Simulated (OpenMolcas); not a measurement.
# d6 ions of charge +3 down a group with 6 water ligands in octahedral coordination

* Program: OpenMolcas
* Method: CASSCF
* Spin-orbit coupling: RASSI with atomic mean-field integrals over the reference wave functions

The d shell is active. Anionic complexes are neutralised by point charges behind the ligands. Distances were set from a Shannon-type radius of the metal (high-spin where two are listed) plus a fixed donor radius (H2O 1.36 Å). Ligand basis ANO-RCC-VDZP, DKH2 Hamiltonian. States (labels of O, taken over from Oh, the nearest higher group). Energies in cm-1 above the lowest state or level, χT in cm3 K/mol; under a threefold ground state the first gap can be a small split of the lowest multiplet, not the spin-orbit step; 10Dq and B are least-squares fits to the states below 45000 cm-1, weighted by degeneracy, with a free offset, and given where the rms deviation is under 5 % of |10Dq| (or 100 cm-1) and under 700 cm-1. Spin-only χT is S(S+1) / 2 for the spin of the ground state.

| Ion | Shell | R (Å) | Metal basis | Ground state | First state of that spin | 10Dq | B (rms of fit) | First gap with spin-orbit (degeneracies) | χT at 300 K | First state of another spin | Spin-only χT |
| --- | --- | --- | --- | --- | --- | --- | --- | --- | --- | --- | --- |
| Co3+ | 3d6 | 1.97 | ANO-RCC-VDZP | 5T2 | 5E 11047 | 11505 | 1222 (194) | 267.6 (3, 2) | 4.164 | 3T1 14682 | 3.000 |
| Rh3+ | 4d6 | 2.03 | ANO-RCC-VTZP | 1A1 | 1T1 20534 | 22927 | 792 (233) | 13020 (1, 2) | 0.036 | 3T1 13609 | 0.000 |
| Ir3+ | 5d6 | 2.04 | ANO-RCC-VDZP | 1A1 | 1T1 26341 | 28098 | 729 (89) | 18326 (1, 2) | 0.027 | 3T1 20227 | 0.000 |

The rows also differ in their metal basis, so part of each step comes from that.

|10Dq| changes by factors of 22927 / 11505 = 1.99 from Co3+ to Rh3+, 28098 / 22927 = 1.23 from Rh3+ to Ir3+.

B goes from 1222 cm-1 (Co3+) to 729 cm-1 (Ir3+).

Below the highest spin of the shell: Rh3+, Ir3+. χT departs most from the spin-only value for Co3+, by +1.164 cm3 K/mol.

Without dynamic correlation the repulsion within the d shell is too large (B by tens of per cent), so at a given field states of lower spin stand too high. Ligand-to-metal charge-transfer states are missing. With no ligand orbital active B as a rule stays too high, so bands that hang on it stand too high and its fall with covalency is understated. With metal d orbitals alone the field can be off either way by tens of per cent. An orbital triplet at a regular site is open to Jahn-Teller coupling, which can distort the site and quench the lowest spin-orbit gaps and is left out (holds for Co3+). This shell can be high or low spin here, a state of another spin lies low, and with metal d orbitals alone active their balance is uncertain, so the ground spin may be wrong (holds for Co3+). The least metal-like active orbital is 79 % on the metal (Löwdin) and no ligand orbital is active, so the numbers are rough (holds for Rh3+). The least metal-like active orbital is 77 % on the metal (Löwdin) and no ligand orbital is active, so the numbers are rough (holds for Ir3+). No measured value stands beside these numbers; the geometry was imposed, not optimised, and the real ion may take another.
